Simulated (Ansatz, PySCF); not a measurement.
Si(F)(NHMe)(OH)2 (CH6FNO2Si), SMILES N([Si](O)(F)O)C. Atoms are numbered in the order given.

```xyz
12

C      2.3212     0.0557    -0.4751
N      1.0570    -0.6404    -0.4798
Si    -0.4163    -0.0320     0.0945
O     -0.5526     1.5767    -0.2383
O     -1.5842    -1.0036    -0.5425
F     -0.6135    -0.0615     1.7028
H      3.0095    -0.2929     0.3161
H      2.1463     1.1283    -0.3038
H      2.8457    -0.0382    -1.4418
H      1.1075    -1.6308    -0.6881
H     -0.4518     1.8105    -1.1653
H     -2.3942    -1.0686    -0.0283
```

Geometry optimised at PBE0-D3(BJ)/def2-SVP. The structure was generated by enumeration, and PubChem lists no compound with its InChIKey, so it may never have been made. Other conformers were not sampled.

Two levels are set side by side: PBE-D3(BJ)/def2-SVP (Ansatz, a program for electronic structure) and PBE0-D3(BJ)/def2-SVP (Ansatz). Each level has its own optimised geometry; the coordinates shown are those of the second. Frequencies come from the Hessian of PySCF at each geometry. Differences are taken from unrounded values.

| quantity | PBE0-D3(BJ) | PBE-D3(BJ) | PBE-D3(BJ) minus PBE0-D3(BJ) |
|---|---|---|---|
| mean bond length (Å) | 1.300 | 1.312 | 0.012 |
| bond C1–N2 (Å) | 1.443 | 1.452 | 0.009 |
| bond N2–Si3 (Å) | 1.694 | 1.708 | 0.014 |
| bond Si3–O4 (Å) | 1.648 | 1.667 | 0.018 |
| bond Si3–O5 (Å) | 1.647 | 1.665 | 0.018 |
| bond Si3–F6 (Å) | 1.621 | 1.637 | 0.016 |
| bond C1–H7 (Å) | 1.105 | 1.114 | 0.009 |
| bond C1–H8 (Å) | 1.100 | 1.108 | 0.008 |
| bond C1–H9 (Å) | 1.104 | 1.113 | 0.009 |
| bond N2–H10 (Å) | 1.013 | 1.022 | 0.009 |
| bond O4–H11 (Å) | 0.961 | 0.973 | 0.012 |
| bond O5–H12 (Å) | 0.962 | 0.973 | 0.011 |
| highest harmonic wavenumber (cm⁻¹) | 3942 | 3772 | -170 |
| mean harmonic wavenumber (cm⁻¹) | 1281 | 1237 | -44 |
| zero-point energy (kcal/mol) | 54.93 | 53.03 | -1.90 |

Exact exchange shortens and stiffens bonds; PBE has none. Differences between two approximate levels are no errors against the true value.
